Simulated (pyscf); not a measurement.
## `[OH][Zn][O][SiH3]`, singlet

Gas-phase minimum from PySCF at ωB97X-D3(BJ)/def2-SVP, one conformer. 

SMILES: [O]([SiH3])[Zn][OH]
```xyz
8

O     -2.7056     1.9299     0.3258
Zn    -1.8252     0.4739    -0.1428
O     -0.9430    -0.9416    -0.7124
Si     0.5149    -1.6530    -0.4641
H     -3.4713     1.7858     0.8917
H      0.7514    -1.9396     0.9891
H      1.6446    -0.7841    -0.9271
H      0.5892    -2.9450    -1.2066
```
Charge 0, spin multiplicity 1.

Bonds (Å): O1–Zn2 1.765, O1–H5 0.963, Zn2–O3 1.763, O3–Si4 1.641, Si4–H6 1.500, Si4–H7 1.498, Si4–H8 1.492. Angles (°): Zn2–O1–H5 115.4, O1–Zn2–O3 176.5, Zn2–O3–Si4 138.1, O3–Si4–H6 111.7, O3–Si4–H7 111.8, O3–Si4–H8 110.1, H6–Si4–H7 106.9, H6–Si4–H8 108.0, H7–Si4–H8 108.1.

Properties at ωB97X-D3(BJ)/def2-SVP:

```json
{
  "harmonic_wavenumbers_unscaled": "35, 49, 72, 152, 166, 492, 709, 744, 755, 766, 966, 974, 1034, 1053, 2204, 2219, 2255, 3921 cm⁻¹",
  "zero_point_energy": "26.5 kcal/mol",
  "rotational_symmetry_number": "1",
  "Entropy of this conformer at 298 K and 1 atm, rigid rotor and harmonic oscillator, modes under 100 cm⁻¹ raised to 100": "351.4 J/(mol K)",
  "dipole_moment": "1.74 D"
}
```

Single-point totals, which compare only within one level:

```json
[
 {"level": "ωB97X-D3(BJ)/def2-TZVP", "total energy (hartree)": "-2221.90509"},
 {"level": "PBE/def2-TZVP", "total energy (hartree)": "-2221.30846"},
 {"level": "r²SCAN/def2-TZVP", "total energy (hartree)": "-2221.77790"},
 {"level": "B3LYP-D3(BJ)/def2-TZVP", "total energy (hartree)": "-2221.97760"},
 {"level": "PBE0-D3(BJ)/def2-TZVP", "total energy (hartree)": "-2221.35820"},
 {"level": "M06-2X/def2-TZVP", "total energy (hartree)": "-2221.78699"},
 {"level": "ωB97M-D3(BJ)/def2-TZVP", "total energy (hartree)": "-2221.99456"}
]
```

The lowest mode is so soft that the shape along it may change with the basis. Soft torsions are taken as harmonic, which can shift the entropy by several J/(mol K). Elements up to Kr have no core potential and no relativistic terms here.
